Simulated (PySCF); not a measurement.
Compound: C4H6BF.
Atom-mapped SMILES: `[CH:1]#[C:2][CH2:3][B:4]([CH3:5])[F:6]` (hydrogens: H7 on C1; H8, H9 on C3; H10, H11, H12 on C5)

Torsions of this conformer, `[CH:1]#[C:2][CH2:3][B:4]([CH3:5])[F:6]`: C2–C3–B4–C5 -1°.

The closed-shell ground state was solved at several levels (PySCF, density fitting, gas phase, non-relativistic). Isolated species at its GFN2-xTB geometry (one conformer only). GFN2-xTB frequencies show an imaginary mode (24i cm⁻¹), so this geometry is no minimum at that level.

```tsv
level	basis functions	total energy (Eh)	HOMO (eV)	LUMO (eV)	gap (eV)	dipole (D)
PBE0/pcSseg-1	132	-280.3786	-7.61	-0.31	7.30	0.39
B3LYP/pcJ-1	222	-280.7563	-7.36	-0.55	6.81	0.38
```

**Question.** Estimate the row for wB97X-D/def2-SVPD, a basis of 171 functions; the other rows only guide the guess.

**Answer.** Total energy -280.4445 Eh, HOMO -9.52 eV, LUMO 1.55 eV, gap 11.07 eV, dipole 0.46 D.

**Question.** Over all these levels, which gives the widest orbital gap and which the narrowest?

**Answer.** wB97X-D/def2-SVPD (range-separated hybrid) has the widest, 11.07 eV, and B3LYP/pcJ-1 (global hybrid, 20 % exact exchange) the narrowest, 6.81 eV. Functional and basis both differ between the two, so the spread mixes both effects.

**Question.** How far do the dipole and the HOMO energy spread over the levels?

**Answer.** The dipole runs from 0.38 to 0.46 D (mean 0.41 D) and the HOMO from -9.52 to -7.36 eV.

wB97X-D is run here without its empirical dispersion term; that term would change no orbital, density or response property at a fixed geometry.
